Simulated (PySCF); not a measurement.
Worked example: refractive index and permittivity of the vapour

C2H5S, SMILES [CH](C)S, multiplicity 2.

Geometry optimised at B3LYP-D3(BJ)/def2-TZVP. The isomer is the one that the SMILES or the coordinates give; other isomers of the formula were not compared. The values are those of a single conformer.

PBE/def2-TZVPD run with PySCF gives a mean static polarisability of 51.7 bohr³ and a dipole moment of 1.16 D. Take an ideal gas at 298.15 K and 1 bar, whether or not the substance is that volatile.

Question: Work out n − 1 in the optical limit and the static ε − 1.

Answer: 
Polarisability volume α' = 51.7 × 0.148185 = 7.66 Å³. Number density N = p/kT = 2.43e-5 Å⁻³.
Dilute limit of Lorentz–Lorenz: n − 1 = 2π N α' = 0.0012.
Orientation term of Debye: μ²/(3kT) = 8.098 Å³ × μ²(D²) = 10.90 Å³.
ε − 1 = 4π N (α' + μ²/3kT) = 0.0057. Orientation of the dipole supplies 59 % of the static response; it can't follow optical fields. Vibrational polarisation and dispersion are left out.
